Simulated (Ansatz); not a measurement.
Molecule: C$_{5}$H$_{7}$Ge (charge -1, singlet). It need not be the lowest isomer of its formula. Whether it binds its extra electron was not tested at this geometry. 
Geometry from a B3LYP-D3(BJ)/def2-TZVP (Ansatz, a quantum-chemistry and plane-wave program) optimisation:
SMILES: [GeH3][c]1ccc[cH-]1
```xyz
13

Ge     1.5325    -0.0747     0.0262
C     -0.3625     0.0459     0.0124
C     -1.2498    -0.5894     0.9209
C     -2.5637    -0.3024     0.5220
C     -2.5053     0.5090    -0.6358
C     -1.1553     0.7228    -0.9516
H      2.2364     1.1901    -0.5541
H      2.1757    -1.2480    -0.7928
H      2.1235    -0.2710     1.4555
H     -0.9569    -1.1849     1.7766
H     -3.4663    -0.6303     1.0237
H     -3.3553     0.9102    -1.1747
H     -0.7776     1.3080    -1.7809
```
Charge -1, spin multiplicity 1.

Basis-set convergence of Hartree-Fock and MP2 correlation energies (hartree) with Ansatz. Correlated levels leave the core frozen unless marked. Spin-orbit coupling is left out. The frozen core is the preceding noble-gas configuration, with the filled d and f shells of earlier blocks. No relativistic terms. This anion needs diffuse functions, which these sets lack.

```
basis    functions        E(HF)  E(corr, MP2)
-------  ---------  -----------  ------------
cc-pVDZ        132  -2268.71560      -0.78115
cc-pVTZ        291  -2268.84071      -0.94954
cc-pVQZ        553            …             …
```

Question: Fill in the missing entries.

Answer: 
- cc-pVQZ, E(HF): -2268.85883
- cc-pVQZ, E(corr, MP2): -1.00936
